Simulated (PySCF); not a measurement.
## Magnetic susceptibility: `C[C](=S)[GeH2][GeH3]`, C2H8Ge2S

Geometry (Å), atoms numbered from 1 in this order:
```xyz
13

C    -2.085   -0.332   -0.767
C    -1.158   -0.654    0.357
S    -1.067   -2.116    1.061
Ge    0.092    0.752    0.963
Ge    2.187    0.290   -0.161
H    -1.526    0.091   -1.620
H    -2.795    0.453   -0.451
H    -2.646   -1.219   -1.095
H     0.233    0.665    2.489
H    -0.432    2.151    0.566
H     3.230    1.389    0.115
H     1.940    0.218   -1.680
H     2.738   -1.064    0.316
```

Level of theory: GIAO HF/pcSseg-1 magnetisability, rotational g tensor and spin-rotation constants, non-relativistic, gas phase (PySCF). Geometry: PBE0-D3(BJ)/def2-SVP.

The calculation is non-relativistic, which matters for the atoms heavier than Zn.

(1) How diamagnetic is it, and how anisotropic?

(2) Split it along the inertial axes a, b, c into diamagnetic and paramagnetic parts about the centre of mass, with the quadrupole moment.

(3) And the rotational g tensor?

## Answers

(1) Isotropic -1392 × 10⁻³⁰ J/T², or -83.9 × 10⁻⁶ cm³/mol; principal values -1636, -1447, -1094 × 10⁻³⁰ J/T², anisotropy 476 × 10⁻³⁰ J/T² (root of half the summed squared differences of the principal values). The susceptibility is in cgs units.

(2) 
| axis | χ (10⁻⁶ cm³/mol) | diamagnetic (10⁻⁶ cm³/mol) | paramagnetic (10⁻⁶ cm³/mol) | summed x² of all electrons (Å²) | quadrupole Θ (D Å) |
| --- | --- | --- | --- | --- | --- |
| a | -89.6 | -627.1 | 537.5 | 282.8 | -3.24 |
| b | -82.1 | -1457.3 | 1375.2 | 87.1 | -0.34 |
| c | -79.9 | -1569.1 | 1489.2 | 60.7 | +3.58 |

Anisotropies 2χaa − χbb − χcc = -17.1 and 2χbb − χaa − χcc = +5.3 × 10⁻⁶ cm³/mol. Θ is traceless in Buckingham's convention.

(3) 
```
axis  rotational constant (GHz)        g  nuclear part  electronic part
   a                     2.2906  -0.0296        0.5488          -0.5784
   b                     0.8273  -0.0143        0.5202          -0.5345
   c                     0.7442  -0.0144        0.5063          -0.5207
```
Asymmetric top; isotopes 12C, 74Ge, 1H, 32S; no vibrational averaging.
